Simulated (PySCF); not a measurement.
Sn(Me)(Cl)3 anion (CH3Cl3Sn), SMILES [CH3][Sn]([Cl])([Cl])[Cl] (connectivity only; charge and spin as stated), charge -1, multiplicity 2.

The structure is a stationary point at PBE-D3(BJ)/def2-SVPD. The multiplicity is an assumed one; no other spin state was optimised. The isomer is the one that the SMILES or the coordinates give; other isomers of the formula were not compared. The def2 effective core potentials stand for the cores of Sn; spin–orbit coupling is left out.

Level of theory: PySCF with PBE-D3(BJ)/def2-SVPD.

Frequencies are harmonic and unscaled.

Modes within 1.5 cm⁻¹ of each other (mostly degenerate sets) share a row, with their intensities summed.

```
mode   ν (cm⁻¹)  IR (km/mol)  moving atoms (share of kinetic energy)
-----  --------  -----------  --------------------------------------
1–2          38          0.4                         Cl 89 %, Sn 9 %
3            88         10.5                        Cl 57 %, Sn 37 %
4           100          0.0                                 H 100 %
5–6         115          0.4                 C 50 %, H 25 %, Cl 20 %
7           232          4.7                                 Cl 99 %
8–9         240        231.8                        Cl 64 %, Sn 35 %
10          451         23.3                 C 70 %, H 17 %, Sn 13 %
11–12       676         32.4                          H 84 %, C 15 %
13         1066          0.0                          H 82 %, C 18 %
14–15      1354          4.7                                  H 95 %
16         2976         13.1                                  H 98 %
17–18      3102         11.1                          H 90 %, C 10 %
```
